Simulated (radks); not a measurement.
The numbers below are computed, except where a source is named.
The mean radii <r> (bohr) of the occupied orbitals of an atom or ion are listed with their occupations. Level of theory: Dirac Kohn-Sham, PBE, spin-unpolarised, spherical densities, finite nucleus; Fermi nuclear charge, rms radius of each element as measured or else 0.836 A^(1/3) + 0.57 fm (a radial shooting solver on a logarithmic mesh with Libxc functionals).

orbital  occ.      <r>
1s1/2       2  0.02409
2s1/2       2   0.1026
2p1/2       2  0.08605
2p3/2       4  0.09236
3s1/2       2   0.2720
3p1/2       2   0.2617
3p3/2       4   0.2740
3d3/2       4   0.2452
3d5/2       6   0.2491
4s1/2       2   0.6225
4p1/2       2   0.6403
4p3/2       4   0.6682
4d3/2       4   0.7217
4d5/2       6   0.7317
5s1/2       2    1.509
5p1/2       2    1.707
5p3/2       4    1.797
6s1/2       2    4.504
4f5/2       3    1.203

Name the element and its charge. Open shells, if any, fill j = l - 1/2 first.

Answer. Z = 59, praseodymium, charge 0: Pr in [Xe] 4f3 6s2. The 1s radius gives Z: for a bare nucleus <r> = (2 gamma + 1)/(2Z) with gamma = sqrt(1 - (Z/c)^2), 0.02377 bohr for Z = 59, and screening makes it slightly larger (0.02409 here). The occupations add up to 59, and the charge is Z minus that.
